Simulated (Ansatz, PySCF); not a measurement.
Si(F)2(OH)(SiH3) (F2H4OSi2), SMILES O[Si](F)(F)[SiH3]. Atoms are numbered in the order given.

```xyz
9

O     -0.8177     0.8347    -1.4072
Si    -0.3885    -0.0681    -0.1037
F     -0.6441    -1.6407    -0.4105
F     -1.3689     0.2624     1.1462
Si     1.8387     0.3435     0.4301
H     -1.7169     0.7751    -1.7551
H      2.0076     1.7884     0.7506
H      2.2177    -0.4799     1.6126
H      2.6975    -0.0217    -0.7310
```

Geometry: B3LYP-D3(BJ)/def2-SVP. This is a generated structure with no PubChem entry under its InChIKey; it may be hypothetical. Other conformers were not sampled.

Two levels are set side by side: PBE-D3(BJ)/def2-SVP (Ansatz, a program for electronic structure) and B3LYP-D3(BJ)/def2-SVP (Ansatz). Each level has its own optimised geometry; the coordinates shown are those of the second. Frequencies come from the Hessian of PySCF at each geometry. Differences are taken from unrounded values.

```
quantity                            B3LYP-D3(BJ)  PBE-D3(BJ)  PBE-D3(BJ) minus B3LYP-D3(BJ)
----------------------------------  ------------  ----------  -----------------------------
mean bond length (Å)                       1.581       1.592                          0.011
bond O1–Si2 (Å)                            1.643       1.656                          0.013
bond Si2–F3 (Å)                            1.623       1.635                          0.012
bond Si2–F4 (Å)                            1.623       1.635                          0.012
bond Si2–Si5 (Å)                           2.327       2.331                          0.004
bond O1–H6 (Å)                             0.966       0.974                          0.008
bond Si5–H7 (Å)                            1.490       1.502                          0.013
bond Si5–H8 (Å)                            1.490       1.503                          0.013
bond Si5–H9 (Å)                            1.490       1.502                          0.013
highest harmonic wavenumber (cm⁻¹)          3856        3747                           -109
mean harmonic wavenumber (cm⁻¹)              947         917                            -30
zero-point energy (kcal/mol)               28.42       27.53                          -0.90
```

GGA bonds tend to be longer and softer than those of functionals with exact exchange. Differences between two approximate levels are no errors against the true value.
